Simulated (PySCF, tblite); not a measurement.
Calculations on `[SiH3]C[SiH]1CC=CC1`, in the order of a workflow; each names the level of the geometry that it ran on. Settings lines and outputs come from a driver script.

Species: C₅H₁₂Si₂.
Bonds: Si1–C2, C2–Si3, Si3–C4, C4–C5, C5–C6 (double), C6–C7, Si3–C7. Hydrogens: H8, H9, H10 on Si1; H11, H12 on C2; H13 on Si3; H14, H15 on C4; H16 on C5; H17 on C6; H18, H19 on C7.

Step 1: GFN2-xTB geometry optimisation, gas phase (tblite 0.8.0) (from a force-field or distance-geometry start)
```json
{"job": {"kind": "relax", "xc": "GFN2-xTB", "basis": "xTB"}, "charge": 0, "multiplicity": 1}
```
```
step      E/eV     max force
  0    -550.02797    3.939
  1    -550.17436    3.195
  2    -550.29561    0.650
...
202    -550.65520    0.011
203    -550.65522    0.014
204    -550.65524    0.016
205    -550.65526    0.012
206    -550.65528    0.007
```

Energy lowered by 14.5 kcal/mol over 206 steps; largest atomic force 0.007 eV/Å at the end. «max force» is the largest atomic force in eV/Å.

Time: 1.6 s of wall time. Hardware: an Arm Neoverse V1 with one thread, on a shared host.

Step 2: GFN2-xTB harmonic vibrations, gas phase (tblite 0.8.0) (on the GFN2-xTB geometry)
```json
{"job": {"kind": "ir", "xc": "GFN2-xTB", "basis": "xTB"}, "charge": 0, "multiplicity": 1}
```
```
(table of modes left out)
```

51 modes from 41 to 3066 cm⁻¹ (unscaled, harmonic); zero-point energy 91.4 kcal/mol; all wavenumbers are real at this level.

Hardware: one thread of an Arm Neoverse V1, shared host with 32 logical CPUs at a one-minute load of 5.7. Cost: 0.8 s.

Step 3: TDDFT B3LYP/def2-SVPD, vertical, gas phase, core orbitals frozen in the response (PySCF 2.14.0, density-fitted response routines) (on the GFN2-xTB geometry)
```json
{"job": {"kind": "uv", "xc": "B3LYP", "basis": "def2-SVPD", "nstates": 8, "ntriplets": 3}, "charge": 0, "multiplicity": 1}
```
```
...
Static polarisability (au): isotropic 109.529, principal 90.000 107.814 130.773
Singlet excitations
state   eV       nm        f      main configurations
  1   6.2701    197.7   0.00150   H->L 0.68, H->L+3 0.23
  2   6.4691    191.7   0.00444   H->L+1 0.30, H->L+2 0.29, H->L 0.21
  3   6.5572    189.1   0.01035   H->L+3 0.51, H->L+2 0.16, H->L+1 0.15
  4   6.9391    178.7   0.05113   H->L+2 0.35, H->L+4 0.26, H->L+1 0.25
  5   7.0605    175.6   0.00195   H-1->L+1 0.72, H-1->L+2 0.14
  6   7.1457    173.5   0.05726   H->L+4 0.50, H->L+1 0.18
  7   7.2194    171.7   0.01989   H-1->L 0.87
  8   7.2477    171.1   0.00184   H->L+6 0.62, H->L+5 0.23
Triplet excitations (Tamm-Dancoff, eV): 4.5240 6.1901 6.4237
```

HOMO -6.80 eV, LUMO 0.20 eV; lowest singlet 6.27 eV; lowest triplet 4.52 eV (Tamm–Dancoff); mean polarisability 109.5 au.

Hardware: Arm Neoverse V1, one thread, no GPU, shared host with 32 logical CPUs at a one-minute load of 20. Cost: 61 s wall, 1.1 GiB resident at most.

Geometry of the electronic-property runs (GFN2-xTB):
```
atom  x, y, z in Å
Si1    3.009   -0.305   -0.149
C2     1.513    0.862   -0.113
Si3   -0.086    0.136   -0.839
C4    -1.629    1.219   -0.523
C5    -2.520    0.349    0.311
C6    -2.114   -0.866    0.635
C7    -0.773   -1.338    0.159
H8     2.742   -1.497    0.658
H9     3.289   -0.701   -1.530
H10    4.181    0.385    0.402
H11    1.763    1.768   -0.663
H12    1.331    1.173    0.917
H13    0.079   -0.182   -2.267
H14   -1.416    2.149    0.009
H15   -2.148    1.506   -1.439
H16   -3.476    0.744    0.628
H17   -2.713   -1.537    1.236
H18   -0.151   -1.613    1.013
H19   -0.890   -2.244   -0.437
```

 (This holds for the electronic-property runs.)

One conformer stands for the species.
